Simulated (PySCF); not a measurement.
Species: SnMe4, C₄H₁₂Sn.
Bonds: Sn1–C2, Sn1–C6, Sn1–C10, Sn1–C14. Hydrogens: H3, H4, H5 on C2; H7, H8, H9 on C6; H11, H12, H13 on C10; H15, H16, H17 on C14.

Computed with PySCF, PBE0-D3(BJ)/def2-SVP geometry optimisation, gas phase, def2 core potentials past Kr.

Problem. List the bond lengths and angles at this level.

Solution. 
```json
{"bond": "Sn1–C2 and 3 like bonds", "length (Å)": "2.157"}
{"bond": "C2–H3 and 11 like bonds", "length (Å)": "1.100"}
```

Bonds in one row agree within 0.01 Å and their mean is given. A selection of angles:
```json
{"angle": "C2–Sn1–C6", "degrees": "109.4"}
{"angle": "Sn1–C2–H3", "degrees": "110.4"}
{"angle": "H3–C2–H4", "degrees": "108.5"}
```

All 4 C–Sn bonds measure 2.156 to 2.157 Å. Sn1 (tin bonded to 4 C) is tetrahedral (angles from 109.4° to 109.6°).

Point group: near Td, missed by 0.25 Å at most; the miss may be what the optimiser left on a soft mode (T holds within 0.08 Å). Stationary, but not proved a minimum.

Time: 31 s; peak memory 0.62 GiB. Hardware: AMD EPYC 9R45, one thread, shared host. These figures are those of the optimisation.
